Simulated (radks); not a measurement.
Values are calculated unless marked as measured or tabulated.
Charge is removed step by step from the 5s down level of Ho+, starting from [Kr] 4d10 4f11 5s(up 1, down 1) 5p6 6s1. Code: a radial shooting solver on a logarithmic mesh with Libxc functionals. Model: scalar-relativistic Kohn-Sham, PBE, spin-polarised, spherical densities, finite nucleus; open shells are filled with parallel spins first (spin-orbit coupling, left out, can overturn this in heavy ions); Fermi nuclear charge, rms radius 5.2022 fm.

| removed (e) | E - E(0) (eV) | eigenvalue (eV) | E minus straight line (eV) |
|---|---|---|---|
| 0 | 0.000 | -56.154 | 0.000 |
| 0.125 | 7.111 | -57.712 | -0.707 |
| 0.25 | 14.418 | -59.297 | -1.218 |
| 0.375 | 21.925 | -60.905 | -1.529 |
| 0.5 | 29.634 | -62.535 | -1.638 |
| 0.625 | 37.548 | -64.184 | -1.541 |
| 0.75 | 45.670 | -65.852 | -1.238 |
| 0.875 | 54.001 | -67.537 | -0.725 |
| 1 | 62.543 | -69.237 | 0.000 |

Removing the whole electron costs 62.543 eV by Delta-SCF, against 56.154 eV from minus the eigenvalue at the starting occupation. Slater's transition state (half an electron removed) gives 62.535 eV. Integrating minus the eigenvalue over the occupation (Janak's theorem) gives 62.588 eV. In this scalar-relativistic scheme the density is built from large components alone, so the theorem holds only approximately. The mean slope of the eigenvalue, de/dn, is 13.1 eV per electron.
